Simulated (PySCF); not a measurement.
Correlation energy of Co (cobalt, neutral)

[Ar] 3d7 4s1 4p1, one real determinant (an excited configuration). Calculation: PySCF 2.14, in aug-cc-pVDZ (7s6p4d2f, 59 functions); the non-relativistic Hamiltonian (point nucleus). Frozen: [Ar]; 9 electrons correlated.

| level | correlation energy (mhartree) |
| --- | --- |
| CCSD | -183.04 |
| (T) | -4.08 |
| CCSD(T) | -187.12 |

Diagnostics: T1 = 0.015, D1 = 0.0365, largest double amplitude 0.030.

**Question.** Is a single reference adequate?

**Answer.** Yes: T1 lies below 0.03 and no double amplitude reaches 0.07.

The reference is one real determinant that mixes LS terms of this configuration.
